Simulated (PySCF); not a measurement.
PySCF 2.14 output of an unrestricted r2SCAN calculation on a single atom or ion in def2-TZVPPD with the def2 core potential (60 electrons), with a scalar-relativistic core potential:

```
SCF conv_tol = 1e-09
number electrons alpha = 8  beta = 5
    J. W. Furness, A. D. Kaplan, J. Ning, J. P. Perdew, and J. Sun.,  J. Phys. Chem. Lett. 11, 8208-8215 (2020)
    J. W. Furness, A. D. Kaplan, J. Ning, J. P. Perdew, and J. Sun.,  J. Phys. Chem. Lett. 11, 9248-9248 (2020)
    J. W. Furness, A. D. Kaplan, J. Ning, J. P. Perdew, and J. Sun.,  J. Phys. Chem. Lett. 11, 8208-8215 (2020)
    J. W. Furness, A. D. Kaplan, J. Ning, J. P. Perdew, and J. Sun.,  J. Phys. Chem. Lett. 11, 9248-9248 (2020)
cycle= 1 E= -56.8599628706636  delta_E= -0.00657  |g|= 0.013  |ddm|=  0.4
cycle= 2 E= -56.860053767269  delta_E= -9.09e-05  |g|= 0.00854  |ddm|= 0.0438
cycle= 3 E= -56.8600943546346  delta_E= -4.06e-05  |g|= 0.001  |ddm|= 0.0227
cycle= 4 E= -56.8600960498467  delta_E= -1.7e-06  |g|= 0.000162  |ddm|= 0.00869
cycle= 5 E= -56.8600961176349  delta_E= -6.78e-08  |g|= 2.35e-05  |ddm|= 0.00238
cycle= 6 E= -56.8600961184318  delta_E= -7.97e-10  |g|= 1.23e-06  |ddm|= 0.000223
converged SCF energy = -56.8600961184318  <S^2> = 3.7747194  2S+1 = 4.0123407
```

The run itself started from symmetry-adapted Hartree-Fock orbitals and held the occupation by maximum overlap, on a logarithmic radial grid, so the iterations belong to that start.

Q: Which element, charge and spin multiplicity is this?

A: Ta (tantalum, neutral), multiplicity 4; the state was [Xe] 4f14 5d3 6s2, high-spin 4F determinant.

Energies and moments cover only the electrons outside the core potential. Spin-orbit coupling, absent here, splits the open shell strongly.
